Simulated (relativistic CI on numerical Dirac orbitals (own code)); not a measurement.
Slater and spin-orbit integrals, Cr XVIII

These numbers are calculated, not measured: Dirac-Coulomb-Breit CI, orbitals from a KLI potential per configuration, QED by a radiative potential, unscaled Slater integrals (own radial code, finite nucleus).

Slater integrals F^k, G^k are unscaled and averaged over j, outside the closed core 1s2; ζ comes from projecting the Hamiltonian with its Breit term on Σ l·s of the shell.

- 2s²2p³: F^2(2p,2p) = 398190, ζ(2p) = 51599 cm⁻¹; <r>(2p) = 0.239, <r^2>(2p) = 0.06932 (bohr units).
- 2s2p⁴: F^2(2p,2p) = 396750, G^1(2s,2p) = 434780, ζ(2p) = 51052 cm⁻¹; <r>(2s) = 0.2757, <r^2>(2s) = 0.08916, <r>(2p) = 0.2398, <r^2>(2p) = 0.0698 (bohr units).
- 2p⁵: ζ(2p) = 50530 cm⁻¹; <r>(2p) = 0.2409, <r^2>(2p) = 0.07048 (bohr units).

Averages of the first 10 configurations, taken without configuration mixing, which lowers the lowest level and can move excited configurations by several eV; other configurations of the list can lie among them:

```csv
Configuration,Parity,States,Average energy above the lowest level (eV)
2s²2p³,odd,20,20.1
2s2p⁴,even,30,111.1
2p⁵,odd,6,219.2
2p⁴3s,even,30,928.1
2p⁴3p,odd,90,952.5
2p⁴3d,even,150,980.7
2s²2p²3s,even,30,750.9
2s²2p²3p,odd,90,777.9
2s²2p²3d,even,150,806.5
2s2p³3s,odd,80,830.8
```
